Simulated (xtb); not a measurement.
AlClH2O, SMILES [AlH]([Cl])[OH]. All values are semi-empirical tight-binding results from xtb (GFN2-xTB unless named), good for trends rather than for accurate numbers. Geometry: GFN2-xTB. One conformer was computed; it need not be the lowest.

For metal compounds this method's bond lengths and energies can be far off.

| Quantity | Result |
|---|---|
| point group as xtb finds it | Cs |
| orbital gap | 5.12 eV |
| zero-point energy | 13.3 kcal/mol |
| G − E(el) at 298.15 K (modified RRHO) | -3.8 kcal/mol |
